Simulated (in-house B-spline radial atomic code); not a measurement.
Values are calculated unless marked as measured or tabulated.
# Building a PAW p channel for C, r_c = 1.22 bohr

C, [He] 2s2 2p2, non-relativistic LDA (VWN5), spherical and spin-unpolarised, from a B-spline radial code for spherical atoms (atomic units; all potentials screened as in the neutral atom).

Two all-electron partial waves φ1, φ2 are integrated outwards at E1 = ε(2p) = -0.199186 and E2 = E1 + 2 hartree; φ1 is the bound orbital and φ2 has unit norm inside r_c = 1.2235 bohr. Smooth partners are polynomials, r^2(a0 + a1 r² + a2 r⁴ + a3 r⁶), matched to φ and three derivatives at r_c, with no condition on the norm. The local potential is -6.37289 + (8.47662) r² + (-5.28713) r⁴ + (1.27123) r⁶ inside 1.0017 bohr and the all-electron one outside.

| wave | φ(r_c) | φ'(r_c) | a0 | a1 | a2 | a3 |
| --- | --- | --- | --- | --- | --- | --- |
| 1 | 0.7066212 | -0.02160558 | 1.687404 | -1.523218 | 0.6225957 | -0.09847572 |
| 2 | 0.243147 | -2.969285 | 4.294339 | -5.420247 | 2.323894 | -0.3653858 |

Inside r_c the overlaps are <φi φj> = [[0.32667, 0.52323], [0.52323, 1.00000]] and, for the smooth waves, [[0.27917, 0.38892], [0.38892, 0.63446]]. With χj = (Ej − T − V_local) applied to smooth wave j, the program's quadrature gives the matrix B_ij = <smooth i, χj> as [[-0.10916, -0.42731], [-0.15870, -0.64856]].

**Question.** Check the match of the first wave, and find the augmentation charges q_ij.

**Answer.** At r_c the four terms are 2.52596, -3.41333, 2.08848, -0.49449, which sum to 0.7066, φ1(r_c) to rounding. q_ij is the all-electron overlap less the smooth one: [[0.04750, 0.13431], [0.13431, 0.36554]]. The smooth first wave has a norm of 0.2792 inside r_c against 0.3267, and q11 > 0 puts back the missing charge.

**Question.** B isn't symmetric. Show that D_ij = B_ij + Ej q_ij is.

**Answer.** Integrating by parts gives B12 − B21 = (E1 − E2) q12: -0.42731 − (-0.15870) = -0.26861, and −2 × (0.13431) = -0.26861. So D12 = -0.42731 + (1.800814)(0.13431) = -0.18545 and D21 = -0.15870 + (-0.199186)(0.13431) = -0.18545; D11 = -0.11862, D22 = 0.00971. The projectors, p = (B⁻¹)ᵀ χ, are dual to the smooth waves; det B = 0.003.

Solving (T + V_local + Σ p D p) ψ = E (1 + Σ p q p) ψ in a sphere of 9 bohr, whose wall lifts the free-atom level a little, gives these levels:

| all-electron | one projector | two projectors |
| --- | --- | --- |
| -0.199131 | -0.199131 | -0.199131 |
| 0.090281 | 0.090495 | 0.090281 |
| 0.362451 | 0.363832 | 0.362453 |
| 0.776031 | 0.781227 | 0.776036 |
| 1.321330 | 1.335440 | 1.321330 |

**Question.** What does the second projector gain?

**Answer.** With one projector the errors are 0.00, +0.21, +1.38, +5.20, +14.11 millihartree. With two the errors are 0.00, 0.00, 0.00, 0.00, 0.00 millihartree. The scattering is exact at E1 and at E2 = 1.801, and over all levels compared the largest error is under 0.01 millihartree. The lowest eigenvalue of the overlap operator is 1 with one and 0.9444 with two projectors. The smooth orbital alone needs a cutoff of 15.2 hartree for 1 millihartree of kinetic energy, against 29.8 for a norm-conserving Troullier-Martins orbital of the same radius; part of the gain comes from giving up the norm, part from the simpler form.
